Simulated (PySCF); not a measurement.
# Ne⁺ (neon, charge +1) across methods

[He] 2s1 2p5 3s1, high-spin 4P determinant (an excited configuration). Computed with PySCF 2.14 in aug-cc-pCVTZ-DK with one added diffuse shell each of s, p, d, f type (8s7p5d3f, 75 functions), with scalar relativity by spin-free X2C-1e.

```
 method  E (hartree)  mean ε 2p α (eV)  mean ε 2p β (eV)  mean ε 3s α (eV)  Σ⟨r²⟩ (bohr²)   ⟨S²⟩
    LDA    -125.6979           -46.583           -41.852           -10.985          15.65  3.751
   TPSS    -126.4452           -46.910           -42.102           -10.878          15.82  3.751
r2SCANh    -126.3710           -49.179           -43.432           -11.300          15.80  3.752
    PBE    -126.3527           -46.554           -41.883           -10.929          15.77  3.751
   PBE0    -126.3325           -50.115           -44.354           -11.670          15.81  3.751
  HSE06    -126.3454           -49.664           -43.951           -11.291          15.78  3.751
    UHF   -126.01977           -60.025           -50.349           -13.496          16.20  3.753
 r2SCAN    -126.3796           -47.906           -42.517           -11.023          15.80  3.752
```

(1) Estimate the same row for wB97X-V.

The outer electron is Rydberg-like, and this basis confines it to a smaller radius and binds it less than a complete one would.

Answers

(1) E (hartree) = -126.3854; mean ε 2p α (eV) = -52.317; mean ε 2p β (eV) = -47.151; mean ε 3s α (eV) = -13.446; Σ⟨r²⟩ (bohr²) = 15.97; ⟨S²⟩ = 3.751.
